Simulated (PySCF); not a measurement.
**Al 2p3/2 core levels and what the atom is bonded to**

Gas-phase molecules, one conformer each, relaxed by PBE0-D3(BJ)/def2-SVP with no frequency check. Core levels by delta-SCF with SCAN, pcX-2 on the ionised atom and pcseg-1 elsewhere, spin-free X2C (2p3/2 is the spin-free 2p value less a third of a first-order spin-orbit splitting); energies from the vacuum level.

```json
{"structure (SMILES)": "[CH3][Al]([CH3])[O][SiH3]", "Al bonded to": "2 C + 1 O", "mean electronegativity of these (Pauling)": "2.85", "Al 2p3/2 (eV)": "80.01"}
{"structure (SMILES)": "[CH3][Al]1[NH][AlH][NH][AlH][NH]1", "Al bonded to": "1 C + 2 N", "mean electronegativity of these (Pauling)": "2.88", "Al 2p3/2 (eV)": "79.23"}
{"structure (SMILES)": "[OH][AlH][OH]", "Al bonded to": "2 O + 1 H", "mean electronegativity of these (Pauling)": "3.03", "Al 2p3/2 (eV)": "80.91"}
{"structure (SMILES)": "C[CH2][Al]([OH])[OH]", "Al bonded to": "1 C + 2 O", "mean electronegativity of these (Pauling)": "3.14", "Al 2p3/2 (eV)": "?"}
{"structure (SMILES)": "C[O][Al]1[NH][AlH][NH][AlH][NH]1", "Al bonded to": "2 N + 1 O", "mean electronegativity of these (Pauling)": "3.17", "Al 2p3/2 (eV)": "79.65"}
```

**Question.** Fit a straight line to the complete rows and predict the core level of Al in C[CH2][Al]([OH])[OH], bonded to 1 C + 2 O.

**Answer.** E = 77.436 + 0.8431·χ (4 points, rms 0.61 eV, correlation 0.174). At 3.14 this gives 80.08 eV; the calculation itself gave 80.19 eV, so the fit is off by 0.11. The points scatter widely, so the line says little.

For scale, for C[CH2][Al]([OH])[OH]: hardware: 1 thread of Arm Neoverse V1 (aarch64), shared host; wall time 29 s, peak memory 0.49 GiB, launched as `OMP_NUM_THREADS=1 python cluster_run.py task.json out`.
